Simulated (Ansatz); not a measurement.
The same path of CH3AlSe (6 atoms, charge 0, multiplicity 1) was run twice with different band settings. Lost on the way: C1–H4. Made: Se3–H4.

These are results of Ansatz 0.2.0, UKS PBE0-D4/def2-SVP, not measurements.

Relaxed end points:

```xyz
6
Properties=species:S:1:pos:R:3
C -0.242 -0.079 -0.774
Al 0.247 0.429 1.018
Se 0.476 -1.690 0.305
H -1.281 -0.256 -1.080
H 0.399 0.115 -1.643
H 0.402 1.481 2.175
```

```xyz
6
Properties=species:S:1:pos:R:3
C 0.544 0.230 -0.794
Al 0.378 0.752 0.900
Se -0.313 -1.399 -0.145
H -1.774 -1.222 -0.455
H 0.834 0.258 -1.843
H 0.331 1.380 2.336
```

Common settings: movable images 9; climbing image yes; optimiser quadratic models (default); start path through a guess of the saddle point; force threshold 0.05 eV/Å; iteration limit 60; end points relaxed.

| run | spring |
| --- | --- |
| 1 | 5.0 eV/Å² |
| 2 | 0.1 eV/Å² |

Q: What does each run give, and how far can it be trusted?

A: Run 1: converged after 9 iterations, highest image 3.299 eV above the first end. A vibrational analysis at the climbing image gives one clearly imaginary mode, 1041i cm⁻¹: a first-order saddle point.
Run 2: converged after 9 iterations, highest image 3.299 eV above the first end. Another band between the same ends (9 images) ends at a top of the same energy, where a vibrational analysis finds 1 clearly imaginary mode.
The orbitals stay closed-shell, which can raise the energy where a bond breaks towards radicals; this wasn't checked here.
